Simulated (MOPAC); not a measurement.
A run for MOPAC: PM6 on GaNi, 2S+1 = 2, a spin state set in the input, which need not be the lowest, a point of a bond scan (R = 2.402 Å).

```
PM6 1SCF PRECISE CHARGE=0 UHF MS=0.5 THREADS=1
GaNi

Ni     0.00000000 1     0.00000000 1     0.00000000 1
Ga     0.00000000 1     0.00000000 1     2.40179800 1
```

Output:

```
*******************************************************************************
 **                                                                           **
 **                              MOPAC v23.2.5                                **
 **                                                                           **
 *******************************************************************************
 ** MOPAC's Digital Object Identifier: https://doi.org/10.5281/zenodo.6511958 **
 **                                                                           **
 ** Please cite the open-source release paper for use of this MOPAC version:  **
 ** J. E. Moussa and J. J. P. Stewart (2026)                                  **
 ** MOPAC: An open-source semiempirical molecular orbital program             **
 ** J. Open Source Softw., 11(119), 8025, https://doi.org/10.21105/joss.08025 **
 *******************************************************************************

                              PM6 CALCULATION RESULTS

 *******************************************************************************
 *  PM6        - The PM6 Hamiltonian to be used
 *  UHF        - UNRESTRICTED HARTREE-FOCK CALCULATION
 *
 *
 *
 *                 CHARGE ON SYSTEM = 0
 *
 *
 *
 *  MS=        - IN MECI, MAGNETIC COMPONENT OF SPIN =  0.5
 *  PRECISE    - TIGHTER CRITERIA TO BE USED
 *  1SCF       - DO 1 SCF AND THEN STOP
 *  THREADS=1  - MULTI-THREADING NOT USED
 *  T=         - A TIME OF 172800.0 SECONDS REQUESTED
 *  DUMP=N     - RESTART FILE WRITTEN EVERY 7200.0 SECONDS REQUESTED
 *******************************************************************************
PM6 1SCF PRECISE CHARGE=0 UHF MS=0.5 THREADS=1
 GaNi

   ATOM   CHEMICAL          X               Y               Z
  NUMBER   SYMBOL      (ANGSTROMS)     (ANGSTROMS)     (ANGSTROMS)

     1      Ni          0.00000000  *   0.00000000  *   0.00000000  *
     2      Ga          0.00000000  *   0.00000000  *   2.40179800  *



          CARTESIAN COORDINATES

    NO.       ATOM           X           Y           Z

     1        Ni          0.0000      0.0000      0.0000
     2        Ga          0.0000      0.0000      2.4018

 General Reference for PM6:
 "Optimization of Parameters for Semiempirical Methods V: Modification of NDDO Approximations
 and Application to 70 Elements", J. J. P. Stewart, J. Mol. Mod., 13, 1173-1213 (2007)
 URL: https://link.springer.com/article/10.1007/s00894-007-0233-4

           Empirical Formula: Ni Ga  =     2 atoms



      MOLECULAR POINT GROUP   :   C*v


          UHF CALCULATION, NO. OF ALPHA ELECTRONS =    7
                           NO. OF BETA  ELECTRONS =    6

 -------------------------------------------------------------------------------
 PM6 1SCF PRECISE CHARGE=0 UHF MS=0.5 THREADS=1
 GaNi



     1SCF WAS SPECIFIED, SO BFGS WAS NOT USED
     SCF FIELD WAS ACHIEVED


                              PM6 CALCULATION
                                                       MOPAC v23.2.5 Linux




          FINAL HEAT OF FORMATION =        205.94940 KCAL/MOL =     861.69230 KJ/MOL


          COSMO AREA              =         83.32 SQUARE ANGSTROMS
          COSMO VOLUME            =         66.13 CUBIC ANGSTROMS

          IONIZATION POTENTIAL    =          8.219697 EV
          ALPHA SOMO LUMO (EV)    =         -8.530  0.115
          BETA  SOMO LUMO (EV)    =         -8.220  0.122
          NO. OF ALPHA ELECTRONS  =          7
          NO. OF BETA  ELECTRONS  =          6
          MOLECULAR WEIGHT        =        128.4450         POINT GROUP:  C*v

          MOLECULAR DIMENSIONS (Angstroms)

            Atom       Atom       Distance
           Ga     2   Ni     1     2.40180
           Ga     2   Ni     1     0.00000
           Ni     1   Ga     2     0.00000


          SCF CALCULATIONS        =          1





   ATOM   CHEMICAL          X               Y               Z
  NUMBER   SYMBOL      (ANGSTROMS)     (ANGSTROMS)     (ANGSTROMS)

     1      Ni          0.00000000  *   0.00000000  *   0.00000000  *
     2      Ga          0.00000000  *   0.00000000  *   2.40179800  *

                             CARTESIAN COORDINATES

   1   Ni        0.000000000     0.000000000     0.000000000
   2   Ga        0.000000000     0.000000000     2.401798000


           Empirical Formula: Ni Ga  =     2 atoms



      MOLECULAR POINT GROUP   :   C*v


          ALPHA EIGENVALUES
 -15.06578 -10.72847 -10.16755  -9.92608  -9.92608  -9.73511  -8.53016   0.11545
   0.11545   1.47415  14.81479  14.81479  15.38867


           BETA EIGENVALUES
 -15.04374  -9.87727  -9.41830  -9.41830  -9.26368  -8.21970   0.12246   0.12246
   0.27707   1.53445  15.07913  15.07913  15.44700


              NET ATOMIC CHARGES AND DIPOLE CONTRIBUTIONS

  ATOM NO.   TYPE          CHARGE      No. of ELECS.   s-Pop       p-Pop       d-Pop
    1         Ni          -0.394142       10.3941     1.45371     0.01929     8.92114
    2         Ga           0.394142        2.6059     1.93215     0.67370
 DIPOLE           X         Y         Z       TOTAL
 POINT-CHG.     0.000     0.000     4.547     4.547
 HYBRID         0.000     0.000    -2.812     2.812
 SUM            0.000     0.000     1.735     1.735


          ATOMIC ORBITAL ELECTRON POPULATIONS

     Atom    s        px        py        pz      x^2-y^2     xz        z^2       yz        xy
    1 Ni   1.45371   0.00031   0.00031   0.01868   1.69665   1.98139   1.95835   1.98139   1.30335
    2 Ga   1.93215   0.01830   0.01830   0.63710


                    (SZ)    =    0.500000
                    (S**2)  =    0.750985


          ATOMIC ORBITAL SPIN POPULATIONS

    Atom   Total    s     px     py     pz   x^2-y^2  xz     z^2    yz     xy
         Atomic
    1 Ni  1.0245  0.023 -0.000 -0.000 -0.000  0.303  0.002 -0.002  0.002  0.697
    2 Ga -0.0245  0.001 -0.002 -0.002 -0.022

 **********************
 *                    *
 * JOB ENDED NORMALLY *
 *                    *
 **********************




 == MOPAC DONE ==
```

The run finished.

Cost: around 0.020 core-seconds (rough).
